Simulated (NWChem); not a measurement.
# C$_{3}$H$_{3}$NO$_{2}$; SMILES N=c1occo1

```xyz
9

N     -0.0783    -2.0211     0.0000
C     -0.0145    -0.7639     0.0000
O      1.1083     0.0422     0.0000
C      0.6583     1.3543     0.0000
C     -0.6727     1.3499     0.0000
O     -1.1227     0.0424     0.0000
H      0.8548    -2.4292     0.0000
H      1.4034     2.1325     0.0000
H     -1.4211     2.1249     0.0000
```
Atoms are numbered in this order, from 1.

Computed with NWChem. Medium grid unless said otherwise, to which SCAN and Minnesota functionals are sensitive. The geometry was optimised at B3LYP/6-31G* (spherical d).

Problem. Among these, which level gives the lowest value of “highest occupied level (eV)”?
A. M06-2X/def2-TZVP
B. Hartree-Fock/def2-TZVP
C. B3LYP/def2-TZVP
D. r2SCAN/def2-TZVP

Solution. B, Hartree-Fock/def2-TZVP. Values: Hartree-Fock/def2-TZVP -9.48; M06-2X/def2-TZVP -7.98; B3LYP/def2-TZVP -6.54; r2SCAN/def2-TZVP -5.75
